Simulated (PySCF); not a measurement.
Predicted microwave data (PBE0-D3(BJ)/def2-SVP geometry optimisation, gas phase (PySCF)) for one isomer of BH7N2Si:

```
Rotational constants : A = 15750, B = 3202, C = 2956 MHz
Dipole components    : |μa| = 2.50 D, |μb| = 1.00 D, |μc| = 0.36 D
Inertial defect      : -18.96 u·Å²
κ                    : -0.96
```

Question: Which structure is it? (One computed conformer of each.)
A. `[NH2:1][BH:2][NH:3][SiH3:4]` with N1–B2–N3–Si4 -177°
B. `[BH2:1][NH:2][SiH2:3][NH2:4]` with B1–N2–Si3–N4 -129°, N2–Si3–N4–H -142° and 68°

Answer: B. It is BN[SiH2]N, a near-prolate asymmetric top, point group C1. The candidates at the same level (rigid rotor, commonest isotopes):

```tsv
SMILES	A (MHz)	B (MHz)	C (MHz)	μa (D)	μb (D)	μc (D)	Δ (u·Å²)	point group	rotor
NBN[SiH3]	30178	2365	2251	1.71	1.56	0.05	-5.86	–	near-prolate asymmetric top
BN[SiH2]N	15750	3202	2956	2.50	1.00	0.36	-18.96	C1	near-prolate asymmetric top
```

`NBN[SiH3]` has A 92 % too high. No structure here is proved a minimum.
